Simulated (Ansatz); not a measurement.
Reaction (redistribution): `[NH2][Ga]([SH])[Cl]` + `CNBOCF` → `C[NH][Ga]([SH])[Cl]` + `NBOCF`

Calculated with Ansatz (gas phase, PBE0-D4/def2-TZVP geometries, no zero-point term in ΔE). CBS: MP2 limit from def2 TZ/QZ plus the TZ coupled-cluster correction, frozen cores. Functionals use def2-TZVPP. B3LYP here is the variant with VWN-RPA as its local correlation; programs differ in this. For Ga outer-core shells are correlated without core-valence functions, which leaves a few kJ/mol of doubt a bond. Scalar relativity is left out up to krypton. One conformer a species, not always the lowest.

`[NH2][Ga]([SH])[Cl]`:

Cartesian coordinates in Å:
```
N 1.499 -0.249 0.169
Ga -0.232 0.070 -0.202
S -1.841 -0.193 1.254
Cl -0.718 0.681 -2.196
H 2.232 -0.033 -0.485
H 1.843 -0.436 1.095
H -2.783 0.160 0.364
```

`CNBOCF`:

```xyz
13

C     0.961    1.705    0.825
N     0.359    0.577    0.155
B    -0.004   -0.620    0.769
O    -0.615   -1.664    0.095
C    -1.102   -1.513   -1.174
F    -0.080   -1.274   -2.079
H     1.966    1.911    0.446
H     1.039    1.488    1.890
H     0.360    2.612    0.708
H     0.295    0.670   -0.847
H     0.195   -0.788    1.936
H    -1.787   -0.660   -1.249
H    -1.587   -2.443   -1.475
```

`C[NH][Ga]([SH])[Cl]`:

Z-matrix (Å, degrees):
```
C
N 1 1.443
H 1 1.096 2 112.2
H 1 1.093 2 110.3 3 119.1
H 1 1.096 2 112.2 3 -121.8
Ga 2 1.801 1 128.4 3 -119.6
H 2 1.007 1 114.3 3 60.7
Cl 6 2.138 2 116.8 1 -180.0
S 6 2.187 2 125.6 1 0.1
H 9 1.344 6 93.5 2 -0.2
```

`NBOCF`:

```xyz
10

N    -1.551    0.731    1.020
B    -0.441    0.580    0.194
O    -0.002   -0.696   -0.087
C     1.158   -0.884   -0.797
F     2.230   -0.931    0.062
H    -1.932    1.629    1.252
H    -2.024   -0.049    1.444
H     0.113    1.531   -0.282
H     1.343   -0.063   -1.499
H     1.105   -1.848   -1.307
```

| level | ΔE (kJ/mol) | difference from CCSD(T)/CBS |
| --- | --- | --- |
| PBE-D4 | 2.3 | -1.5 |
| r2SCAN-D4 | 4.3 | 0.5 |
| PBE0-D4 | 2.8 | -1.0 |
| B3LYP-D4 | 2.0 | -1.8 |
| ωB97X-V | 4.7 | 0.9 |
| ωB97M-V | 4.8 | 1.0 |
| B2PLYP | 2.6 | -1.2 |
| PBE | 2.4 | -1.4 |
| PBE0 | 3.1 | -0.7 |
| SCS-MP2/def2-TZVPP | 2.4 | -1.4 |
| CCSD/def2-TZVPP | 3.3 | -0.5 |
| CCSD(T)/def2-TZVPP | 3.5 | -0.3 |
| MP2/def2-QZVPP | 2.7 | -1.1 |
| SCS-MP2/def2-QZVPP | 2.6 | -1.2 |
| HF/CBS(def2) | 2.0 | -1.8 |
| MP2/CBS(def2) | 3.0 | -0.8 |
| CCSD(T)/CBS | 3.8 | 0 |

Largest T1 diagnostic among the species: 0.012.
